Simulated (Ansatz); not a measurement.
`O[SiH](F)[SiH](Cl)Cl` + H₂O → `O[SiH](O)F` + `Cl[SiH2]Cl`  (formal hydrolysis of the Si–Si bond)

Isolated molecules relaxed with PBE0-D4/def2-TZVP in Ansatz; ΔE leaves out vibrations. CCSD(T)/CBS is the MP2 limit (def2-TZVPP, def2-QZVPP) plus CCSD(T) − MP2 in def2-TZVPP, frozen cores. This one scheme is used for every species. DFT in def2-TZVPP. One conformer a species, not always the lowest.

`O[SiH](F)[SiH](Cl)Cl`:

Z-matrix (Å, degrees):
```
Si
F 1 1.599
Si 1 2.350 2 106.5
O 1 1.629 2 111.5 3 118.2
H 1 1.476 2 107.9 3 -124.6
Cl 3 2.050 1 109.2 2 -158.2
Cl 3 2.062 1 105.1 2 84.6
H 3 1.479 1 118.1 2 -34.8
H 4 0.960 1 118.2 2 -78.0
```

H₂O:

```xyz
3

O    -0.077   -0.169    0.342
H     0.238    0.725    0.189
H    -0.161   -0.556   -0.532
```

`O[SiH](O)F`:

Cartesian coordinates in Å:
```
O -0.686 0.909 0.742
Si -0.140 -0.266 -0.246
O 1.286 0.193 -0.860
F -0.010 -1.603 0.614
H -1.328 0.680 1.415
H -1.029 -0.568 -1.375
H 1.905 0.653 -0.290
```

`Cl[SiH2]Cl`:

Cartesian coordinates in Å:
```
Cl -1.139 0.574 -1.492
Si 0.018 -0.136 0.031
Cl 0.874 1.415 1.044
H 1.092 -0.967 -0.546
H -0.845 -0.886 0.964
```

```json
{"species": "`O[SiH](F)[SiH](Cl)Cl`", "revPBE-D4 energy (Eh)": "-1676.27721"}
{"species": "H₂O", "revPBE-D4 energy (Eh)": "-76.44108"}
{"species": "`O[SiH](O)F`", "revPBE-D4 energy (Eh)": "-541.74893"}
{"species": "`Cl[SiH2]Cl`", "revPBE-D4 energy (Eh)": "-1211.00927"}
```

Work out ΔE.

ΔE = (-541.74893) + (-1211.00927) − (-1676.27721) − (-76.44108) = -0.03991 Eh = -104.8 kJ/mol. CCSD(T)/CBS gives -133.2 kJ/mol.

Largest T1 diagnostic among the species: 0.011.

From BLYP to BHLYP (50 % exact exchange), in def2-TZVPP and without D4, ΔE moves by −19.4 kJ/mol. Leaving LDA and LC-ωPBE aside and taking each functional with its dispersion term where it has one, the values, not all of them listed here, spread over 37.5 kJ/mol, from B2PLYP to revPBE-D4. LDA lies −5.3 kJ/mol from PBE without D4.
